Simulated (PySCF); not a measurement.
Molecule: `C1=C(C(F)F)OC(OC)=C1`, C6H6F2O2.

Bonds (- single, = double, # triple, : aromatic): C1-O2, O2-C3, C3:C4, C4:C5, C5:C6, C6-C7, C7-F8, C7-F9, C6:O10, O10:C3. C1 carries H11, H12, H13; C4 carries H14; C5 carries H15; C7 carries H16.

Frames of a GFN2-xTB Langevin trajectory at 300 K; GIAO PBE0/pcSseg-1 shieldings in PySCF 2.14.0 with density-fitted response routines, gas phase, non-relativistic; equivalent atoms averaged within each frame.

Scale: TMS for $^{13}$C (186.93 ppm) and $^{1}$H (31.72 ppm); H2O for $^{17}$O (336.08 ppm); CFCl3 for $^{19}$F (170.95 ppm) (reference shieldings calculated alike). The references are static minima.

Problem. How do the shifts (ppm) fluctuate along the trajectory?

Solution. 
```
         time (fs)     C3     C6     C5     C7    C4    C1    O10     O2   F8/F9   H15
               250  172.4  146.2  128.7  112.3  99.7  60.9  274.3  106.6  -117.5  7.23
               425  169.3  145.6  130.1  124.0  89.3  57.2  287.8  109.3   -83.0  7.12
               625  170.6  148.8  118.7  124.9  87.4  57.8  299.0  102.0  -120.3  7.38
               800  171.7  138.1  123.3  120.5  84.0  51.0  270.9  103.4  -120.7  6.72
              1000  175.7  142.8  123.8  115.5  94.7  61.3  284.2  111.0  -127.7  7.89
    mean of frames  171.9  144.3  124.9  119.4  91.0  57.7  283.2  106.5  -113.9  7.27
standard deviation    2.4    4.1    4.6    5.4   6.2   4.1   11.2    3.8    17.7  0.42
```

5 frames give an uncertainty of the mean of about the standard deviation over 2.2 at best, since frames this close in time may not be independent; classical motion lacks zero-point vibration, and the reference would need the same averaging.
